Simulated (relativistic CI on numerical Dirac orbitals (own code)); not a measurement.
## Ligand-field terms of d6

Computed with a parametric ligand-field model of a d^n configuration (Racah B and C, spin-orbit zeta, crystal field), exact diagonalisation.

Field parameters in Wybourne normalisation: Oh B⁴₀ = 21Dq, B⁴₄ = √(5/14) B⁴₀. The field is a parameter set, without covalency, and values of 10Dq over about 45,000 cm⁻¹ lie beyond real compounds.

B = 1060 cm⁻¹, C = 5230 cm⁻¹ (C/B = 4.93), Oh, no spin-orbit coupling. Tanabe-Sugano data, E/B above the lowest term (Δ = |10Dq|; b, c mark the second and third term of a kind):

| Δ/B | 5T2 | 5E | 3T1 | 3T2 | 3T1(b) | 1A1 | 1T1 |
| --- | --- | --- | --- | --- | --- | --- | --- |
| 1.0 | 0.00 | 1.00 | 23.51 | 23.80 | 24.46 | 34.87 | 35.24 |
| 3.0 | 0.00 | 3.00 | 22.51 | 23.61 | 24.89 | 32.11 | 33.87 |
| 5.0 | 0.00 | 5.00 | 21.07 | 23.07 | 24.92 | 28.81 | 32.21 |
| 7.0 | 0.00 | 7.00 | 19.43 | 22.23 | 24.92 | 25.30 | 30.45 |
| 9.0 | 0.00 | 9.00 | 17.70 | 21.16 | 24.93 | 21.69 | 28.64 |
| 11.0 | 0.00 | 11.00 | 15.92 | 19.92 | 24.94 | 18.01 | 26.79 |
| 13.0 | 0.00 | 13.00 | 14.11 | 18.54 | 24.94 | 14.28 | 24.92 |
| 15.0 | 0.00 | 15.00 | 12.27 | 17.06 | 24.95 | 10.52 | 23.03 |
| 17.0 | 0.00 | 17.00 | 10.41 | 15.51 | 24.96 | 6.72 | 21.13 |
| 19.0 | 0.00 | 19.00 | 8.53 | 13.89 | 24.97 | 2.91 | 19.22 |
| 21.0 | 0.93 | 21.93 | 7.57 | 13.15 | 25.90 | 0.00 | 18.22 |
| 23.0 | 4.78 | 27.78 | 9.52 | 15.29 | 29.76 | 0.00 | 20.14 |
| 25.0 | 8.64 | 33.64 | 11.47 | 17.41 | 33.63 | 0.00 | 22.06 |
| 27.0 | 12.52 | 39.52 | 13.43 | 19.52 | 37.51 | 0.00 | 23.99 |
| 29.0 | 16.41 | 45.41 | 15.39 | 21.61 | 41.40 | 0.00 | 25.93 |
| 31.0 | 20.30 | 51.30 | 17.35 | 23.68 | 45.30 | 0.00 | 27.86 |
| 33.0 | 24.20 | 57.20 | 19.32 | 25.75 | 49.20 | 0.00 | 29.81 |
| 35.0 | 28.11 | 63.11 | 21.28 | 27.81 | 53.11 | 0.00 | 31.76 |
| 37.0 | 32.03 | 69.03 | 23.25 | 29.86 | 57.03 | 0.00 | 33.71 |
| 39.0 | 35.95 | 74.95 | 25.22 | 31.91 | 60.96 | 0.00 | 35.66 |
| 41.0 | 39.88 | 80.88 | 27.20 | 33.95 | 64.88 | 0.00 | 37.61 |
| 43.0 | 43.81 | 86.81 | 29.17 | 35.98 | 68.82 | 0.00 | 39.57 |
| 45.0 | 47.74 | 92.74 | 31.15 | 38.02 | 72.75 | 0.00 | 41.53 |
| 47.0 | 51.68 | 98.68 | 33.12 | 40.04 | 76.70 | 0.00 | 43.50 |

The ground term changes from 5T2 to 1A1 between Δ/B = 19.0 and 21.0.
